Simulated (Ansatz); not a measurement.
**Energy profile**

The step: BH₂ClO₂ ([OH][B]([OH])[Cl]) + SiH₄ → BSiH₅O₂ ([OH][B]([OH])[SiH3]) + HCl; bonds formed: B1–Si6, Cl2–H5; bonds broken: B1–Cl2, H5–Si6 (atoms numbered as in the saddle structure below).

B1  (-0.428, 0.568, 0.251)
Cl2  (0.356, 1.751, -1.676)
O3  (-1.752, 0.396, -0.014)
O4  (0.042, 1.130, 1.388)
H5  (0.521, 0.373, -0.770)
Si6  (0.828, -1.247, -0.043)
H7  (-1.956, 0.289, -0.946)
H8  (-0.616, 1.678, 1.827)
H9  (2.278, -1.048, 0.168)
H10  (0.185, -1.912, 1.116)
H11  (0.544, -1.979, -1.300)
(Å)

Electronic energies by CCSD(T) at an estimated basis limit (MP2 extrapolated from triple and quadruple zeta, plus CCSD(T) − MP2 in triple zeta), on PBE0-D4/def2-TZVP structures; BSiH6ClO2, singlet; no counterpoise correction. Program: Ansatz 0.2.0. Basis: def2-TZVPP and def2-QZVPP. Cores are frozen in the correlated methods. Extrapolation: Hartree–Fock as exp(−7.88 √X), correlation as X^−2.97.

Give the profile in eV, counted from the separated reactants. (Judge from chemistry; the value comes from the calculation.)

The calculation gives:
| point | eV |
| --- | --- |
| separated: BH2ClO2 (linked as [OH][B]([OH])[Cl]; B1, Cl2, O3, O4, H7, H8; singlet) + SiH4 (H5, Si6, H9, H10, H11; singlet) | 0.000 |
| start structure | -0.094 |
| saddle | 2.362 |
| end structure | 0.864 |
| separated: BSiH5O2 (linked as [OH][B]([OH])[SiH3]; B1, O3, O4, Si6, H7, H8, H9, H10, H11; singlet) + HCl (Cl2, H5; singlet) | 1.079 |

The T1 diagnostic stays at or below 0.014.

For scale, one of the runs: CCSD(T)/def2-TZVPP, 261 basis functions, launched by `ansatz run in.yaml --threads 8 --pin off --events-out ev --progress --plain --max-ram 19148MiB`. Time: 71 s of wall clock on 8 CPU threads of an Intel Xeon Platinum 8175M; the host was shared. Peak host memory: 6.2 GiB.
